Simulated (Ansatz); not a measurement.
Ideal-gas functions of CH3IOZn, SMILES `O[CH2][Zn][I]` at 800 K and 1 bar, from an Ansatz frequency run at PBE0-D4/def2-TZVP.

Molar mass 223.33 g/mol, point group C1 (symmetry number 1), electronic degeneracy 1, moments of inertia 23.082, 677.829, 696.469 u Å². Harmonic wavenumbers (cm⁻¹, unscaled): 59, 92, 199, 268, 307, 547, 671, 1047, 1137, 1239, 1379, 1465, 3026, 3104, 3881.

Use S(trans) = R[1.5 ln M + 2.5 ln T − 1.1517]; rotational temperatures θ = 24.2544 K / I; S(rot) = R[ln(√π/σ · √(T³/θAθBθC)) + 1.5]; for each mode x = 1.438777 ν̃/T, S = R[x/(eˣ − 1) − ln(1 − e⁻ˣ)] and H = RT x/(eˣ − 1); 1 cm⁻¹ = 0.0119627 kJ/mol; R = 8.31446 J/(mol·K).

Q: By hand: the entropy, in J/(mol·K).

A: Translation 196.8. Rotation: θ = 1.0508, 0.0358, 0.0348 K, giving 128.2. Vibration, mode by mode: 26.97, 23.28, 16.90, 14.46, 13.36, 8.78, 7.24, 4.18, 3.68, 3.18, 2.61, 2.31, 0.23, 0.21, 0.06, in all 127.5. Electronic 0.0. Sum 452.5 J/(mol·K).

Q: By hand: H − E and G − E in kJ/mol, counted from the electronic energy.

A: Zero-point energy ½ × 18421 × 0.0119627 = 110.2; thermal vibration 44.7; translation, rotation and pV give 4 RT = 26.6. H − E = 181.5 kJ/mol, and G − E = 181.5 − 800 × 452.5/1000 = -180.5 kJ/mol.

Vibration gives 28 % of the entropy, 50.3 J/(mol·K) of it from the modes under 150 cm⁻¹: soft modes count most, and the harmonic formula is weakest for them. The sum counts one conformer and one mirror image; others add a mixing term.
